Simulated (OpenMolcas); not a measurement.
**Rb: effect of the active space**

- Program: OpenMolcas 26.06
- Method: SS-CASPT2, IPEA 0.25 Eh, imaginary shift 0.1 Eh
- Basis: ANO-RCC-VTZP
- Scalar Hamiltonian: DKH2, point nucleus
- Spin-orbit coupling: RASSI with atomic mean-field integrals over the reference wave functions, term energies averaged over their components

A. 1 electron in 4 orbitals (5s 5p); 2S+1 = 2 even, 1 root; 2S+1 = 2 odd, 3 roots; closed shells correlated: 4s 4p; CASPT2 step of the order of 0.5 core-seconds
B. 1 electron in 9 orbitals (4d 5s 5p); 2S+1 = 2 even, 1 root; 2S+1 = 2 odd, 3 roots; closed shells correlated: 4s 4p; CASPT2 step about 0.9 core-seconds

Energies in cm-1 above 5s 2S 1/2, the measured ground level; measured values from NIST Handbook of Basic Atomic Spectroscopic Data.

| Level | A | B | Measured |
| --- | --- | --- | --- |
| 5s 2S 1/2 | 0.0 | 0.0 | 0.0 |
| 5p 2P* 1/2 | 12521 | 12514 | 12579 |
| 5p 2P* 3/2 | 12659 | 12652 | 12817 |

Deviations, from unrounded energies. A percentage is the sum of absolute deviations over the sum of measured energies, with the sign that they share, or ± where signs differ.

```csv
Against measurement,Levels,A,B
mean absolute deviation (cm-1),2,110,110
other configurations (%),2,-0.9,-0.9
```

A, B lie about equally close to measurement. The largest miss of A in the table is 5p 2P* 3/2, by -160 cm-1. The ranking rests on the paired levels alone, and a cruder setting can come out closer through cancelling errors.

Between A and B the level of the table that moves most is 5p 2P* 1/2, by 6.7 cm-1 (lowest in B, highest in A).

ANO sets are built for ground and valence states and can reach diffuse excited orbitals poorly. With one active electron, CASPT2 adds the correlation within the correlated inactive shells and between them and that electron, and leaves the splitting within a term as the reference gives it. No level of 4d was computed, though it lies in the active space (holds for B). Measured partners are found by configuration, term and J. A level has none where our copy of the source lacks it or the pairing is in doubt (some pairs that miss far off the trend of their configuration count as doubtful), and it then counts in no deviation. Levels of configurations outside the active space are missing.

* marks odd parity.
